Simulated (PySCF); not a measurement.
Atom-mapped SMILES (the numbers label the heavy atoms): `[CH3:1][Si:2]([F:3])([F:4])[N:5]=[C:6]=[O:7]` (H(Xn): hydrogen on atom n).

- shielding tensors at PBE0/pcSseg-1 (GIAO)
- PBE0-D3(BJ)/def2-SVP structure
- program: PySCF 2.14.0 with density-fitted response routines
- relativity neglected, averaged over atoms made equivalent by symmetry, fast rotation or ring inversion, single conformer, no solvent model

δ = σ(ref) − σ, references computed at the same level: 13C (184.41 ppm) and 1H (31.27 ppm) and 29Si (351.99 ppm) vs TMS; 19F (177.25 ppm) vs CFCl3; NH3 for 15N (265.67 ppm); 17O (334.56 ppm) vs H2O.

```
atoms  nucleus  count  δ (ppm)
   C1      13C      1     -4.5
F3/F4      19F      2   -134.0
   C6      13C      1        ?
H(C1)       1H      3     0.38
  Si2     29Si      1    -50.2
   N5      15N      1     49.1
   O7      17O      1        ?
```

Task: Complete the table.

Result: 
- C6: 123.3 ppm, central carbon of a heterocumulene
- O7: 143.2 ppm, carbonyl oxygen

Shifts are as computed. Against solution values, carbons near 30 ppm lie about +2 ppm off and those near 130 ppm about +5 ppm. Of 1211 compounds with measured shifts, 218 miss one by over three times the rms of a fit or turn the order of signals round; such compounds aren't used in these exercises. Unscaled 19F shifts against computed CFCl3 carry errors that often reach 10 to 50 ppm. Experimental scales use liquid or dissolved standards, which lie at an offset from isolated NH3 (liquid NH3: subtract about 20 ppm) and H2O (liquid H2O: subtract about 36 ppm).
